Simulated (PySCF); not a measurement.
**A search over the determinants of NaPb**

Unrestricted PBE0; PySCF, scalar-relativistic core potentials, basis sets Na def2-SVP, Pb def2-SVP with ECP60. Outer shells of the fragments: Na 3s1; Pb 5d10 6s2 6p2.

Followed along the bond (rough minima from three points):

| 2Ms+1 | unpaired | ⟨S²⟩ at the start | R at minimum (Å) | Te (eV) |
| --- | --- | --- | --- | --- |
| 4 | σ ↑, π ↑↑ | 3.75 | 2.98 | 0.00 |
| 2 | π ↑ | 0.77 | 3.12 | 0.21 |
| 2 | σ ↓, π ↑↑ | 1.76 | 3.10 | 0.46 |
| 2 | σ ↑, π ↑↓ | 1.76 | 3.02 | 0.50 |
| 2 | σ ↑ | 0.75 | 3.02 | 1.19 |

Solutions found at the starting distance of 2.970 Å, counted from the lowest of them; the search is not exhaustive and high or unbound solutions are not listed, so other states can lie among these:

```json
{"2Ms+1": "4", "unpaired": "σ ↑, π ↑↑", "term": "⁴Σ⁻", "E (eV)": "0.00", "⟨S²⟩": "3.75", "⟨Lz²⟩": "0.00", "μ (D)": "-6.60"}
{"2Ms+1": "2", "unpaired": "π ↑", "term": "²Π", "E (eV)": "0.24", "⟨S²⟩": "0.77", "⟨Lz²⟩": "1.00", "μ (D)": "-4.14"}
{"2Ms+1": "2", "unpaired": "σ ↓, π ↑↑", "term": "mixed", "E (eV)": "0.47", "⟨S²⟩": "1.76", "⟨Lz²⟩": "0.00", "μ (D)": "-5.78"}
{"2Ms+1": "2", "unpaired": "σ ↑, π ↑↓", "term": "mixed", "E (eV)": "0.50", "⟨S²⟩": "1.76", "⟨Lz²⟩": "2.01", "μ (D)": "-6.18"}
{"2Ms+1": "2", "unpaired": "σ ↑", "term": "mixed", "E (eV)": "1.19", "⟨S²⟩": "0.75", "⟨Lz²⟩": "2.00", "μ (D)": "-5.90"}
{"2Ms+1": "4", "unpaired": "σ ↑↑, π ↑", "term": "⁴Π", "E (eV)": "1.56", "⟨S²⟩": "3.75", "⟨Lz²⟩": "1.00", "μ (D)": "3.86"}
{"2Ms+1": "2", "unpaired": "π ↑", "term": "²Π", "E (eV)": "2.10", "⟨S²⟩": "0.76", "⟨Lz²⟩": "1.01", "μ (D)": "-7.38"}
{"2Ms+1": "4", "unpaired": "σ ↑, π ↑↑", "term": "mixed", "E (eV)": "3.13", "⟨S²⟩": "3.75", "⟨Lz²⟩": "2.00", "μ (D)": "2.09"}
```

A term symbol is given only where ⟨S²⟩ and ⟨Lz²⟩ are close to those of a pure state; real π, δ and φ orbitals otherwise mix terms. A positive dipole means Na(−)Pb(+).

Spin–orbit coupling is left out, which matters for elements this heavy, above all for dissociation energies. Counting both spins, an empty level lies below a filled one in some of these solutions, because spin and occupation are held.
